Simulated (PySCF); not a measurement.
HSE06 single point of singlet ISe₂⁻ at its PBE0 minimum.

An equivalent PySCF input for this run (the driver started from the density of an earlier step):

```python
from pyscf import gto, scf, dft
mol = gto.M(atom='''
I      0.257747    -0.683868    -0.000000
Se    -0.204654     0.543000     2.151829
Se    -0.204654     0.543000    -2.151829''',
    basis={'I': 'def2-SVPD', 'Se': 'def2-SVPD'},
    ecp={'I': 'def2-SVPD'},
    charge=-1, spin=0)
mf = dft.RKS(mol, xc='HSE06')
mf.grids.atom_grid = (75, 302)
aux = {'I': 'def2-universal-JKFIT', 'Se': 'def2-universal-JKFIT'}
mf = mf.density_fit(auxbasis=aux)
mf.conv_tol = 1e-08
mf.diis_space = 10
mf.max_cycle = 60
mf.verbose = 4
mf.kernel()
```

SCF log (excerpt):

```
init E= -5099.71228958937
  HOMO = -0.0374174507581465  LUMO = 0.032137036273209  gap/eV = 1.89267
cycle= 1 E= -5099.71237930645  delta_E= -8.97e-05  |g|= 0.0197  |ddm|= 0.0587
  HOMO = -0.0388043692797152  LUMO = 0.0305528856742965  gap/eV = 1.88731
cycle= 2 E= -5099.71238135618  delta_E= -2.05e-06  |g|= 0.0164  |ddm|= 0.028
  HOMO = -0.0380656527239538  LUMO = 0.0313988615421369  gap/eV = 1.89023
cycle= 3 E= -5099.71240740957  delta_E= -2.61e-05  |g|= 0.00217  |ddm|= 0.0156
  HOMO = -0.0381744694847081  LUMO = 0.0312480035732717  gap/eV = 1.88908
cycle= 4 E= -5099.71240893337  delta_E= -1.52e-06  |g|= 0.000547  |ddm|= 0.00361
  HOMO = -0.0382111563524508  LUMO = 0.0312211300333992  gap/eV = 1.88935
cycle= 5 E= -5099.71240903815  delta_E= -1.05e-07  |g|= 0.000118  |ddm|= 0.00094
  HOMO = -0.038201255745339  LUMO = 0.0312299378487771  gap/eV = 1.88932
cycle= 6 E= -5099.71240904302  delta_E= -4.87e-09  |g|= 2.63e-05  |ddm|= 0.000179
  HOMO = -0.0381993377029175  LUMO = 0.0312309055920573  gap/eV = 1.88929
Extra cycle  E= -5099.71240904303  delta_E= -7.28e-12  |g|= 2.72e-05  |ddm|= 7.63e-05
converged SCF energy = -5099.71240904303
```

The lowest empty level of this anion is unbound, so it and the gap depend on the basis.

This run, together with those of the ionised and electron-attached species (not shown), took 10 s on 2 threads of a shared Arm Neoverse V1 host, with 117 basis functions; the process peaked at 0.95 GiB.
